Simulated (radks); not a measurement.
Values are calculated unless marked as measured or tabulated.
Question: All-electron atom: the indium ion In40+ in [He] 2s2 2p5. Code: a radial shooting solver on a logarithmic mesh with Libxc functionals. Model: scalar-relativistic Kohn-Sham, PBEsol, spin-polarised, spherical densities, finite nucleus; open shells are filled with parallel spins first (spin-orbit coupling, left out, can overturn this in heavy ions); Fermi nuclear charge, rms radius 4.6156 fm. Some entries of the table are withheld. Estimate them.

orbital  occ.  eigenvalue (eV)  <r^2> (bohr^2)
1s up       1        -30521.24        0.001192
1s down     1        -30511.60        0.001191
2s up       1              (1)         0.01837
2s down     1              (2)         0.01840
2p up       3              (3)         0.01428
2p down     2              (4)         0.01431
3s up       0        -2769.803             (5)
3s down     0        -2766.076             (6)
3p up       0        -2653.699         0.09383
3p down     0        -2649.388         0.09408

Answer: 
(1) 2s up eigenvalue (eV): -6690.324
(2) 2s down eigenvalue (eV): -6675.916
(3) 2p up eigenvalue (eV): -6312.794
(4) 2p down eigenvalue (eV): -6295.318
(5) 3s up <r^2> (bohr^2): 0.1002
(6) 3s down <r^2> (bohr^2): 0.1004
